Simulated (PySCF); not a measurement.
# Correlation energy of Ga²⁺ (gallium, charge +2)

Starting occupation: [Ar] 3d10 4s1, 4s1/2 with m_j = +1/2. Calculation: PySCF 2.14, in x2c-TZVPPall-2c (6s7p4d1f, 54 functions); X2C-1e with screened-nucleus spin-orbit coupling, Gaussian nucleus. Frozen: [Ne]; 19 electrons correlated.

MP2 pair energies summed by pair of shells (mhartree):

```
       pair  energy  share (%)
3d3/2-3d5/2  -62.31       21.0
3d5/2-3d5/2  -42.42       14.3
3d5/2-3p3/2  -36.80       12.4
3d3/2-3p3/2  -24.90        8.4
3d5/2-3p1/2  -18.64        6.3
3d3/2-3d3/2  -17.43        5.9
3p1/2-3p3/2  -14.24        4.8
3d5/2-3s1/2  -13.33        4.5
3p3/2-3p3/2  -12.67        4.3
3d3/2-3p1/2  -11.76        4.0
3p3/2-3s1/2   -9.12        3.1
3d3/2-3s1/2   -8.87        3.0
3d5/2-4s1/2   -7.53        2.5
3d3/2-4s1/2   -4.66        1.6
3p1/2-3s1/2   -4.57        1.5
3p1/2-3p1/2   -2.78        0.9
3s1/2-3s1/2   -1.78        0.6
3p3/2-4s1/2   -1.59        0.5
3p1/2-4s1/2   -0.75        0.3
3s1/2-4s1/2   -0.35        0.1
```

Total MP2 correlation energy: -296.50 mhartree.

This basis was not built for core-valence correlation, so the inner-shell part is incomplete.
